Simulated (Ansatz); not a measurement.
`CC(=O)OBCl` + `CCCC(C)=O` → `CCC(C(C)=O)C(C)=O` + `OBCl`  (formal exchange of groups at a C–O bond)

Program: Ansatz. Geometries: PBE0-D4/def2-TZVP. ΔE: electronic, gas phase. CCSD(T)/CBS adds triple-zeta CCSD(T) − MP2 to the extrapolated MP2 energy (def2 sets, frozen cores). This one scheme is used for every species. Functionals use def2-TZVPP. B3LYP here is the variant with VWN-RPA as its local correlation; programs differ in this. Each species was taken in one conformer, which may not be the lowest.

```csv
level,ΔE (kcal/mol),difference from CCSD(T)/CBS
PBE-D4,-0.3,0.4
r2SCAN-D4,0.6,1.3
PBE0-D4,0.4,1.1
B3LYP-D4,1.0,1.7
PBE,1.4,2.1
PBE0,1.9,2.6
MP2/def2-TZVPP,-1.5,-0.8
CCSD/def2-TZVPP,0.5,1.2
HF/CBS(def2),6.6,7.3
CCSD/CBS(def2),0.2,0.9
CCSD(T)/CBS,-0.7,0
```

Largest T1 diagnostic among the species: 0.014.

The D4 term adds −2.6 kcal/mol with B3LYP and −1.5 kcal/mol with PBE0; it sums over pairs of atoms, weighted by their polarisabilities, and B3LYP, whose exchange is more repulsive, gets the larger term. In def2-TZVPP, CCSD(T) changes the Hartree–Fock value by −6.8 kcal/mol (the triples alone add −0.9 kcal/mol) and MP2 by −7.9 kcal/mol.
